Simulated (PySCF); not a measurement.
## A ladder of Hamiltonians for Cd³⁴⁺ (cadmium, charge +34)

Occupied: 1s1/2, 2s1/2, 2p1/2, 2p3/2, 3s1/2, 3p1/2. Hartree-Fock calculated with PySCF 2.14 in an even-tempered Gaussian basis (20 s from 2.7 bohr⁻², ratio 2.3; 16 p from 3.3 bohr⁻², ratio 2.3), Gaussian nucleus throughout. NR is non-relativistic, sf-X2C the spin-free one-electron X2C Hamiltonian, X2C adds the bare one-electron spin-orbit term, X2C-SNSO screens it by Boettger's factors, DC is four-component Dirac-Coulomb, and the Gaunt and Breit terms are added at first order (total energies over the DC spinors, levels after relaxing the spinors in that mean field). QED terms are absent. Levels marked empty are virtual spinors of this ion; the basis has s and p functions only, so 3d, which can lie below the n = 4 levels, is absent.

| Hamiltonian | E (hartree) |
| --- | --- |
| X2C | -4663.2074 |
| X2C-SNSO | -4663.0085 |
| DC | -4664.2510 |
| DC+Gaunt | -4660.4805 |
| DC+Breit | -4660.8222 |

```csv
level (eV),X2C,X2C-SNSO,DC,DC+Gaunt,DC+Breit
1s1/2,-28775.5,-28775.8,-28796.9,-28737.2,-28741.2
2s1/2,-5911.1,-5911.2,-5913.7,-5908.0,-5908.3
2p1/2,-5648.6,-5642.4,-5643.2,-5633.3,-5634.4
2p3/2,-5430.9,-5433.7,-5435.5,-5428.6,-5429.6
3s1/2,-2281.2,-2281.3,-2281.8,-2280.5,-2280.6
3p1/2,-2194.3,-2192.8,-2193.0,-2190.6,-2190.9
3p3/2 (empty),-2072.5,-2073.2,-2073.5,-2072.0,-2072.3
4s1/2 (empty),-1158.6,-1158.6,-1158.8,-1158.3,-1158.4
```

Problem. How large are the two-electron picture-change error of X2C and the Breit correction in the total energy?

Solution. X2C-1e lies 1.0436 hartree above Dirac-Coulomb; Gaunt adds 3.7705 and the full Breit term 3.4287 hartree.

```json
{"interval (eV)": "2p3/2 − 2p1/2", "X2C": "217.7", "X2C-SNSO": "208.7", "DC": "207.8", "DC+Gaunt": "204.7", "DC+Breit": "204.8"}
```

Weight of the small component: 1s1/2 0.0310, 2s1/2 0.00674, 2p1/2 0.00669, 2p3/2 0.00641, 3s1/2 0.00245, 3p1/2 0.00240, 3p3/2 0.00230, 4s1/2 0.00118.

Koopmans' value for the highest occupied level at DC+Breit: 2190.9 eV, against an ionisation energy of 2195 ± 4 eV (semi-empirical (NIST evaluation); NIST Atomic Spectra Database, ionization energies); the former lacks relaxation, correlation, QED and recoil.

The whole ladder took 150 s of wall time on 1 thread of Neoverse-V1 (shared host), launched as `OMP_NUM_THREADS=1 python relrun2.py TASK.json OUT` (a driver that calls PySCF for each Hamiltonian).
